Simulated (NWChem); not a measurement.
System: C3H2F2; SMILES C#CC(F)F

```xyz
7

C     -0.1418    -2.1639     0.0000
C      0.0610    -0.9728     0.0000
C      0.3653     0.4618     0.0000
F     -0.1579     1.0560    -1.0914
F     -0.1579     1.0560     1.0914
H     -0.3351    -3.2219     0.0000
H      1.4562     0.6373     0.0000
```
Atoms are numbered in this order, from 1.

All runs: NWChem. Pople sets run with spherical d functions. The geometry was optimised at PBE0/def2-SVP. Atomic charges in e: unrestrained fits to the electrostatic potential beside Mulliken populations; buried atoms are poorly determined by the fit.

Q: What does the run give for Hartree-Fock/6-31G*? Quantities: ESP C1; Mulliken C1; ESP C2; Mulliken C2; ESP C3; Mulliken C3; ESP F4; Mulliken F4; ESP F5; Mulliken F5; relative RMS misfit of the potential (%).

A: 
```
Property                                  Value
----------------------------------------  -----
ESP C1                                    -0.33
Mulliken C1                               -0.41
ESP C2                                    -0.16
Mulliken C2                               -0.03
ESP C3                                     0.82
Mulliken C3                                0.79
ESP F4                                    -0.31
Mulliken F4                               -0.42
ESP F5                                    -0.31
Mulliken F5                               -0.42
relative RMS misfit of the potential (%)     22
```
